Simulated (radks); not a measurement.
The numbers below are computed, except where a source is named.
Problem. These are the eigenvalues of the occupied orbitals of an atom or ion with whole-number occupations (eV). Code: a radial shooting solver on a logarithmic mesh with Libxc functionals. Model: scalar-relativistic Kohn-Sham, r2SCAN, spin-unpolarised, spherical densities, finite nucleus; meta-GGA in the generalised Kohn-Sham scheme; Fermi nuclear charge, rms radius of each element as measured or else 0.836 A^(1/3) + 0.57 fm.

orbital  eigenvalue
1s        -69599.44
2s        -12069.15
2p        -10557.77
3s        -2817.605
3p        -2367.886
3d        -1849.556
4s        -615.8942
4p        -467.7370
4d        -278.9207
5s        -116.9222
5p         -79.8197
4f         -70.0122
5d         -36.4033
6d         -14.4378

Which element is it, and in what charge state? The configuration may be excited.

Solution. Z = 74, tungsten, charge +3: W3+ in [Xe] 4f14 5d2 6d1. The list shows which subshells hold electrons but not how many an open one holds; the 1s level, -2557.7 hartree, gives Z - s = 71.5 by -(Z - s)^2/2, which with screening and relativity narrows Z to a few neighbours, and the depths of the outer levels then fix element, charge and occupations together.
